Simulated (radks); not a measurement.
All-electron atom: Ho49+ in [Ar] (the NIST ground configuration). Calculated with a radial shooting solver on a logarithmic mesh with Libxc functionals: scalar-relativistic Kohn-Sham, LDA (Slater exchange, Perdew-Wang correlation), spin-unpolarised, spherical densities, point nucleus.

Unscreened Slater integrals over Kohn-Sham orbitals (hartree).

integral     value
F0(3p,3p)   4.3000
F2(3p,3p)   2.1527
F0(3p,3s)   4.2433
G1(3p,3s)   2.7469
F0(3p,2p)   5.6928
F2(3p,2p)   1.4606
G0(3p,2p)  0.58353
G2(3p,2p)  0.64527
F0(3p,2s)   5.5348
G1(3p,2s)  0.46128
F0(3s,3s)   4.1998
F0(3s,2p)   5.4987
G1(3s,2p)  0.57160
F0(3s,2s)   5.3926
G0(3s,2s)  0.46007
F0(2p,2p)   11.789
F2(2p,2p)   5.5869
F0(2p,2s)   10.909
G1(2p,2s)   6.2274
F0(2s,2s)   10.355
